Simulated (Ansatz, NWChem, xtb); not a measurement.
## Ligand exchange: HOF + SiH3(InH2) → SiH3(OH) + InH2F

Species: HOF (hypofluorous acid) `OF`, singlet; SiH3(InH2), singlet; SiH3(OH) (silanol), singlet; InH2F `[F][InH2]`, singlet. The partners trade F for SiH3: O–F and In–SiH3 bonds give way to O–SiH3 and In–F.

Shapes, held fixed at every level: PBE0-D4/def2-TZVP. Programs: Ansatz 0.2.0, xtb 6.7.1. Electronic energies: no zero-point or thermal term.

| level | kind | ΔE (kJ/mol) | less CCSD(T)/def2-TZVPP | CPU time (sum over the molecules) |
| --- | --- | --- | --- | --- |
| GFN2-xTB | semi-empirical | -567.2 | -20.6 | 0.15 s |
| SPW92/def2-TZVPP | LDA | -519.3 | +27.3 | 7 s |
| B3LYP-D4/def2-TZVPP | global hybrid | -541.6 | +5.0 | 9.4 s |
| PBE0-D4/def2-TZVPP | global hybrid | -527.3 | +19.3 | 6.7 s |
| r2SCAN0-D4/def2-TZVPP | global hybrid | -554.0 | -7.4 | 12 s |
| wB97M-V/def2-TZVPP | range-separated hybrid | -546.5 | +0.1 | 27 s |
| MP2/def2-TZVPP | perturbation theory | -579.2 | -32.6 | – |
| CCSD(T)/def2-TZVPP | coupled cluster or CI | -546.6 | 0.0 | 57 s |

The highest level, CCSD(T)/def2-TZVPP, gives ΔE = -546.6 kJ/mol; the levels span -579.2 to -519.3. The column of differences is taken from that level and isn't an error. No measured value is set beside it here. For atoms past krypton def2 sets carry core potentials with scalar relativity. Outer-core shells of In are correlated, in sets that cover them unevenly. Times are processor times on shared x86 and Arm servers, and rough.
